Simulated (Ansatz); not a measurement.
C2HF2Si (`[C]#C[SiH](F)F`) radical. Total charge 0; spin multiplicity 2. The structure was optimised at the PBE0-D4/def2-TZVP level.

```xyz
6

C    -0.908    0.361   -2.280
C    -0.454    0.206   -1.168
Si    0.179   -0.116    0.499
F    -0.309    1.039    1.460
F     1.758   -0.080    0.460
H    -0.266   -1.411    1.028
```

Question: What is the dipole moment at r2SCAN/def2-TZVPP? (Best estimate.)

Answer: Ansatz gave: 1.33 D, with components (-0.78, -0.90, -0.60) D in this frame, pointing from negative to positive charge.

Question: And with PBE, B3LYP, ωB97M-V? (Best estimate.)

Answer: The calculation gave: PBE 1.20 D, B3LYP 1.36 D, ωB97M-V 1.36 D.

Question: Give the Mulliken charges with r2SCAN, PBE, B3LYP in def2-TZVPP. (Estimate.)

Answer: Ansatz gave: 
```json
{"atom": "C1", "r2SCAN": "0.04", "PBE": "0.05", "B3LYP": "0.02"}
{"atom": "C2", "r2SCAN": "-0.22", "PBE": "-0.19", "B3LYP": "-0.18"}
{"atom": "Si3", "r2SCAN": "0.86", "PBE": "0.72", "B3LYP": "0.83"}
{"atom": "F4", "r2SCAN": "-0.30", "PBE": "-0.25", "B3LYP": "-0.30"}
{"atom": "F5", "r2SCAN": "-0.30", "PBE": "-0.25", "B3LYP": "-0.30"}
{"atom": "H6", "r2SCAN": "-0.08", "PBE": "-0.07", "B3LYP": "-0.07"}
```

B3LYP here is the variant with VWN-RPA as its local correlation; programs differ in this.
